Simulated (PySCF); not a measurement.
PySCF 2.14 output of an unrestricted MN15 calculation on a single atom or ion in def2-QZVPPD with the def2 core potential (28 electrons) (7s5p4d3f2g, 81 functions), with scalar relativity through the core potential:

```
SCF conv_tol = 1e-09
number electrons alpha = 8  beta = 5
    H. S. Yu, X. He, S. L. Li, and D. G. Truhlar.,  Chem. Sci. 7, 5032-5051 (2016)
    H. S. Yu, X. He, S. L. Li, and D. G. Truhlar.,  Chem. Sci. 7, 5032-5051 (2016)
cycle= 1 E= -56.7038553677946  delta_E= -0.013  |g|= 0.0329  |ddm|= 0.689
cycle= 2 E= -56.7044709893789  delta_E= -0.000616  |g|= 0.00969  |ddm|= 0.301
cycle= 3 E= -56.7045309847134  delta_E= -6e-05  |g|= 0.00368  |ddm|= 0.0367
cycle= 4 E= -56.7045428573754  delta_E= -1.19e-05  |g|= 0.000737  |ddm|= 0.0241
cycle= 5 E= -56.7045442008828  delta_E= -1.34e-06  |g|= 0.000141  |ddm|= 0.0182
cycle= 6 E= -56.704544307023  delta_E= -1.06e-07  |g|= 3.86e-05  |ddm|= 0.00569
cycle= 7 E= -56.7045443138281  delta_E= -6.81e-09  |g|= 6.46e-06  |ddm|= 0.00165
cycle= 8 E= -56.7045443139513  delta_E= -1.23e-10  |g|= 5.85e-07  |ddm|= 0.000174
converged SCF energy = -56.7045443139513  <S^2> = 3.7545472  2S+1 = 4.002273
```

The run itself started from symmetry-adapted Hartree-Fock orbitals and held the occupation by maximum overlap, on a logarithmic radial grid, so the iterations belong to that start.

**Question.** Which element, charge and spin multiplicity is this?

**Answer.** Nb (niobium, neutral), multiplicity 4; the state was [Kr] 4d3 5s2, high-spin 4F determinant (an excited configuration).

Energies and moments cover only the electrons outside the core potential.
